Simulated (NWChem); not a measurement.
## Correlation energy of C₂HCl₂

```
C
C 1 1.3288
H 1 1.1007 2 121.76
Cl 2 1.6683 1 137.24 3 180.00
Cl 1 1.7559 3 114.27 2 180.00
```
Charge 0, spin multiplicity 2.

The numbers come from NWChem runs, not from measurements. The geometry was optimised at UPBE/def2-SVP, a minimum by its harmonic frequencies.

Basis set: cc-pVDZ. Each correlation energy counts from its own Hartree-Fock reference.

| method | correlation energy (mHa) | remark |
|---|---|---|
| URI-MP2 | -489.9 | spin-contaminated |
| UMP2 | -489.9 | spin-contaminated |
| SCS-UMP2 | -471.5 | spin-contaminated |
| CCSD on ROHF | -550.6 | - |
| CCSD[T] on ROHF | -570.5 | - |
| CCSD(T) on ROHF | -569.5 | - |
| CCSD on UHF | -540.2 | spin-contaminated |
| CCSD[T] on UHF | -559.5 | spin-contaminated |
| CCSD(T) on UHF | -558.3 | spin-contaminated |

The values span 99.0 mHa, from CCSD[T] on ROHF (lowest) to SCS-UMP2 (highest). 

The correlated methods keep 12 core orbitals frozen. The structure started from a generated list of species. The unpaired electrons of the parent sit in orbitals of symmetry a' (Cs labels of the run); other states weren't searched. The stability of the SCF solutions was not checked. Open-shell Hartree-Fock references start from PBE0 orbitals. Coupled-cluster values serve here as a point of comparison, not as the truth.
